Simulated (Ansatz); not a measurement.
`C[CH](C)[GeH3]` → GeH₄ + `C=CC` at 400 K and 1 bar (β-hydride elimination).

Isolated molecules relaxed with PBE0-D4/def2-TZVP in Ansatz; ΔE leaves out vibrations. CBS: MP2 limit from def2 TZ/QZ plus the TZ coupled-cluster correction, frozen cores. For Ge outer-core shells are correlated without core-valence functions, which leaves a few kJ/mol of doubt a bond. Scalar relativity is left out up to krypton.

```csv
species,CCSD(T)/CBS energy (Eh),H − E (kJ/mol),S (J/(mol·K))
`C[CH](C)[GeH3]`,-2196.28589,339.3,376.3
GeH₄,-2078.49493,93.6,231.8
`C=CC`,-117.74610,229.7,285.2
```

H − E and S are ideal-gas, rigid-rotor, harmonic terms from PBE0-D4/def2-TZVP. 1 Eh = 2625.50 kJ/mol, R = 8.31446 J/(mol·K).

By hand: ΔE, ΔH, ΔS and ΔG.

ΔE = (-2078.49493) + (-117.74610) − (-2196.28589) = 0.04486 Eh = 117.8 kJ/mol. Δ(H − E) = 93.6 + 229.7 − 339.3 = -16.0, so ΔH = 101.8 kJ/mol. ΔS = 231.8 + 285.2 − 376.3 = 140.7 J/(mol·K). ΔG = 101.8 − 400 × (140.7)/1000 = 45.5 kJ/mol.

By hand: the equilibrium constant, and the temperature at which ΔG would vanish if ΔH and ΔS stayed fixed.

log₁₀ K = −ΔG/(RT ln 10) = -5.9. ΔG = 0 at ΔH/ΔS = 724 K.

The number of gas molecules changes by +1, which sets the sign of ΔS. A doubt of 5 kJ/mol in ΔE shifts log₁₀ K by 0.7 here. These are equilibria of isolated gas molecules and say nothing of rates. Largest T1 diagnostic: 0.012 (customary marks: 0.02 for closed shells, 0.045 for open ones).
